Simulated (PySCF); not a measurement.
NbS(SMe)3, C3H9NbS4 (singlet state).
Bonds: Nb1–S2, Nb1–S3, Nb1–S8, Nb1–S13, S3–C4, S8–C9, S13–C14. Hydrogens: H5, H6, H7 on C4; H10, H11, H12 on C9; H15, H16, H17 on C14.

Method: PBE0-D3(BJ)/def2-SVP geometry optimisation, gas phase, def2 core potentials past Kr (PySCF); density fitting, grid level 1; the optimiser is geomeTRIC in internal coordinates, started from a GFN2-xTB structure with every atom displaced at random (about 0.03 Å).

Geometry at step 3:
```
atom  x, y, z in Å
Nb1    -0.0044   -0.0106   -0.4399
S2      0.0141   -0.1032    1.6983
S3      2.1185   -0.5773   -1.2626
C4      2.9729   -1.6241   -0.0448
H5      3.0714   -1.0953    0.9124
H6      3.9785   -1.8285   -0.4508
H7      2.4395   -2.5724    0.0984
S8     -0.5693    2.1616   -1.1241
C9     -0.0586    3.3422    0.1659
H10    -0.5478    3.0950    1.1163
H11    -0.3677    4.3432   -0.1660
H12     1.0314    3.3259    0.2958
S13    -1.5932   -1.5182   -1.2721
C14    -2.9244   -1.7017   -0.0421
H15    -2.5073   -2.0328    0.9173
H16    -3.6262   -2.4544   -0.4335
H17    -3.4560   -0.7501    0.0918
```

Q: What forces act on the atoms?

A: 
| atom | Fx (eV/Å) | Fy (eV/Å) | Fz (eV/Å) |
| --- | --- | --- | --- |
| Nb1 | 0.039 | 0.002 | 0.101 |
| S2 | -0.008 | 0.017 | -0.088 |
| S3 | -0.091 | 0.090 | -0.031 |
| C4 | 0.260 | -0.056 | -0.012 |
| H5 | -0.060 | -0.016 | -0.015 |
| H6 | -0.157 | -0.002 | 0.047 |
| H7 | -0.015 | 0.024 | 0.006 |
| S8 | -0.061 | -0.087 | -0.032 |
| C9 | 0.053 | 0.025 | 0.033 |
| H10 | -0.003 | 0.009 | 0.004 |
| H11 | -0.006 | -0.022 | -0.008 |
| H12 | -0.011 | -0.013 | -0.013 |
| S13 | 0.084 | -0.013 | -0.025 |
| C14 | -0.099 | 0.013 | -0.011 |
| H15 | -0.017 | -0.012 | 0.001 |
| H16 | 0.068 | 0.049 | 0.041 |
| H17 | 0.022 | -0.008 | 0.000 |

The largest, 0.27 eV/Å, acts on C4; the rms over all components is 0.060 eV/Å. The forces sum to zero within rounding, as they must for an isolated molecule in no field.

Q: Give the force on C4 in Eh/bohr and in nN.

A: 0.266 eV/Å ÷ 51.422 = 0.00518 Eh/bohr, and 0.266 eV/Å × 1.602 = 0.43 nN.

Q: How far is this geometry from the end of the optimisation?

A: 0.008 eV above it, and 0.142 Å rms away after alignment. The bonds farthest from their final lengths, with half the difference of the two atoms' forces along the bond (positive lengthens):

```csv
bond,now (Å),final (Å),force along bond (eV/Å)
Nb1–S8,2.346,2.339,-0.01
S3–C4,1.819,1.826,+0.13
C4–H6,1.104,1.098,-0.21
Nb1–S13,2.343,2.339,+0.01
Nb1–S3,2.346,2.342,-0.05
S13–C14,1.822,1.825,+0.07
```

The angle farthest from its final value is Nb1–S13–C14, 108.7° against 106.2°.

The cost below is that of the whole optimisation. Hardware: one thread of an Arm Neoverse V1, shared host with 32 logical CPUs at a one-minute load of 49. Cost: 8.7 min wall, 0.92 GiB resident at most.
